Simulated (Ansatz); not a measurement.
Gas-phase electronic energies from Ansatz, PBE0-D4/def2-TZVP geometries. CBS: MP2 limit from def2 TZ/QZ plus the TZ coupled-cluster correction, frozen cores. This one scheme is used for every species. Functionals use def2-TZVPP. B3LYP here is the variant with VWN-RPA as its local correlation; programs differ in this. Each species was taken in one conformer, which may not be the lowest.

Consider the formal exchange of groups at the Si–N bond: `N[Si](N)(O)[SiH3]` + SiH₄ → `N[Si](O)([SiH3])[SiH3]` + NH₃.

(1) Is it downhill or uphill in electronic energy at CCSD(T)/CBS, and by how much? (Estimate.)

(2) What do these levels give: B3LYP-D4, ωB97M-V, B2PLYP, r2SCAN, PBE0, HF/def2-TZVPP, MP2/def2-TZVPP, CCSD(T)/def2-TZVPP, HF/def2-QZVPP, SCS-MP2/def2-QZVPP, MP2/CBS(def2), CCSD/CBS(def2)? (An estimate is asked.)

Largest T1 diagnostic among the species: 0.013.

Answers

(1) The calculation gave: Uphill: ΔE = +18.9 kcal/mol.

(2) Ansatz gave: B3LYP-D4 18.3, ωB97M-V 20.0, B2PLYP 20.0, r2SCAN 17.9, PBE0 16.2, HF/def2-TZVPP 23.9, MP2/def2-TZVPP 20.7, CCSD(T)/def2-TZVPP 19.3, HF/def2-QZVPP 24.1, SCS-MP2/def2-QZVPP 21.1, MP2/CBS(def2) 20.3, CCSD/CBS(def2) 19.6 kcal/mol.

In def2-TZVPP, CCSD(T) changes the Hartree–Fock value by −4.5 kcal/mol (the triples alone add −0.7 kcal/mol) and MP2 by −3.1 kcal/mol. The D4 term adds −0.9 kcal/mol with B3LYP and −0.6 kcal/mol with PBE0; it sums over pairs of atoms, weighted by their polarisabilities, and B3LYP, whose exchange is more repulsive, gets the larger term.
